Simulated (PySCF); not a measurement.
**Spin-rotation constants: `C12=C(C=CN1)SC(C=C)=C2`, C$_{8}$H$_{7}$NS**

Molfile (atoms numbered from 1):
```
C8H7NS
     RDKit          3D

 17 18  0  0  0  0  0  0  0  0999 V2000
    3.5303    0.7530    0.0725 C   0  0  0  0  0  0  0  0  0  0  0  0
    2.6044   -0.1324   -0.2862 C   0  0  0  0  0  0  0  0  0  0  0  0
    1.2056   -0.0412    0.0256 C   0  0  0  0  0  0  0  0  0  0  0  0
    0.2312   -0.9385   -0.3319 C   0  0  0  0  0  0  0  0  0  0  0  0
   -1.0321   -0.5427    0.1376 C   0  0  0  0  0  0  0  0  0  0  0  0
   -2.3177   -0.9911    0.1058 N   0  0  0  0  0  0  0  0  0  0  0  0
   -3.1031   -0.1006    0.7836 C   0  0  0  0  0  0  0  0  0  0  0  0
   -2.3398    0.9337    1.2625 C   0  0  0  0  0  0  0  0  0  0  0  0
   -1.0231    0.6581    0.8549 C   0  0  0  0  0  0  0  0  0  0  0  0
    0.5698    1.3140    0.9540 S   0  0  0  0  0  0  0  0  0  0  0  0
    4.5654    0.6285   -0.1920 H   0  0  0  0  0  0  0  0  0  0  0  0
    3.2756    1.6303    0.6435 H   0  0  0  0  0  0  0  0  0  0  0  0
    2.8807   -1.0083   -0.8605 H   0  0  0  0  0  0  0  0  0  0  0  0
    0.4288   -1.8293   -0.9014 H   0  0  0  0  0  0  0  0  0  0  0  0
   -2.6408   -1.8332   -0.3388 H   0  0  0  0  0  0  0  0  0  0  0  0
   -4.1589   -0.2630    0.8806 H   0  0  0  0  0  0  0  0  0  0  0  0
   -2.6832    1.7746    1.8295 H   0  0  0  0  0  0  0  0  0  0  0  0
  1  2  2  0
  2  3  1  0
  3  4  2  0
  4  5  1  0
  5  6  1  0
  6  7  1  0
  7  8  2  0
  8  9  1  0
  9 10  1  0
 10  3  1  0
  9  5  2  0
  1 11  1  0
  1 12  1  0
  2 13  1  0
  4 14  1  0
  6 15  1  0
  7 16  1  0
  8 17  1  0
M  END
```

Theory: GIAO PBE0/pcSseg-1 magnetisability, rotational g tensor and spin-rotation constants, non-relativistic, gas phase (PySCF). Geometry: GFN2-xTB.

Problem. Give the nuclear spin-rotation constants along the inertial axes (H = +C I·J) beside the isotropic shieldings.

Solution. Rotational constants 3.5429, 0.8042, 0.6554 GHz. A star marks the isotopologue with that one atom substituted, in its own axes.
| atom | isotope | Caa (kHz) | Cbb (kHz) | Ccc (kHz) | mean (kHz) | σ (ppm) |
| --- | --- | --- | --- | --- | --- | --- |
| N6 | 14N | 0.357 | 0.098 | 0.034 | 0.163 | 116.8 |
| H11 | 1H | 0.283 | -0.074 | -0.076 | 0.044 | 26.5 |
| H12 | 1H | -0.298 | 0.066 | -0.074 | -0.102 | 25.7 |
| H13 | 1H | -0.276 | 0.073 | -0.074 | -0.092 | 24.8 |
| H14 | 1H | -0.314 | 0.075 | -0.074 | -0.105 | 25.0 |
| H15 | 1H | -0.280 | 0.049 | -0.070 | -0.100 | 24.1 |
| H16 | 1H | 0.351 | -0.082 | -0.068 | 0.067 | 24.9 |
| H17 | 1H | -0.292 | 0.067 | -0.070 | -0.099 | 25.1 |
| C1 | 13C* | 1.333 | 0.288 | 0.086 | 0.569 | 71.7 |
| C2 | 13C* | 1.414 | 0.347 | 0.094 | 0.619 | 47.7 |
| C3 | 13C* | 1.514 | 0.325 | 0.137 | 0.659 | 34.1 |
| C4 | 13C* | 1.246 | 0.298 | 0.093 | 0.546 | 72.5 |
| C5 | 13C* | 1.526 | 0.288 | 0.130 | 0.648 | 46.0 |
| C7 | 13C* | 1.454 | 0.263 | 0.113 | 0.610 | 61.9 |
| C8 | 13C* | 1.177 | 0.304 | 0.079 | 0.520 | 79.7 |
| C9 | 13C* | 1.514 | 0.286 | 0.111 | 0.637 | 53.7 |
| S10 | 33S* | 1.134 | 0.280 | 0.176 | 0.530 | 380.3 |

For the geometry as given, no vibrational averaging.
